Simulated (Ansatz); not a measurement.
C$_{2}$H$_{6}$Se, triplet, at the geometry of the source list (a higher spin typed on purpose: for a closed-shell molecule this is an excited state); CASSCF(2,3)/STO-3G in Ansatz (an electronic-structure program).

Here is a job for Ansatz.
Ansatz 0.2 input:
```yaml
crystal:
  periodic: [false, false, false]
  atoms:
    - {symbol: C, position_ang: [1.45450000, -0.06250000, 0.01160000]}
    - {symbol: Se, position_ang: [0.03300000, 0.35300000, -1.25680000]}
    - {symbol: C, position_ang: [-1.45580000, 0.06700000, -0.02670000]}
    - {symbol: H, position_ang: [1.39700000, -1.11560000, 0.28790000]}
    - {symbol: H, position_ang: [2.40710000, 0.13950000, -0.47260000]}
    - {symbol: H, position_ang: [1.33780000, 0.56920000, 0.89230000]}
    - {symbol: H, position_ang: [-1.35510000, -0.91720000, 0.42240000]}
    - {symbol: H, position_ang: [-2.37750000, 0.12630000, -0.59740000]}
    - {symbol: H, position_ang: [-1.44090000, 0.84020000, 0.73940000]}
basis:
  gaussian:
    orbitals: STO-3G
hamiltonian:
  xc: hf
correlation: {active_space: {window: {electrons: 2, orbitals: 3}}}
magnetization: {spin_polarized: false, initial_magnetization: 2}
```

What the program printed (banner, timings and long lists left out):

```
Functional definition: HF
400 factors; integrals over basis functions are off by at most 2.8e-5 eV
mean field evaluation 1: about -66710.8499 eV, gradient 1.0e1 eV
mean field evaluation 2: about -66710.9764 eV, gradient 9.9e0 eV
mean field evaluation 4: about -66711.7651 eV, gradient 6.6e-1 eV
mean field evaluation 8: about -66711.7693 eV, gradient 8.7e-2 eV
mean field evaluation 16: about -66711.8278 eV, gradient 2.1e-3 eV
mean field evaluation 32: about -66711.8051 eV, gradient 2.7e-6 eV
mean field -66711.82750427 eV, -2451.6144418811 hartree, gradient 2.4e-6 eV, S^2 2.000000; 3 other end points of the search recorded, 0 dependent functions left out
reference -66711.82750427 eV, -2451.6144418811 hartree; 27, 25 occupied and 7, 9 virtual orbitals, 400 factors
state -66711.82750427 eV, -2451.6144418811 hartree
Total energy: -66711.82750427 eV, -2451.6144418811 hartree
```
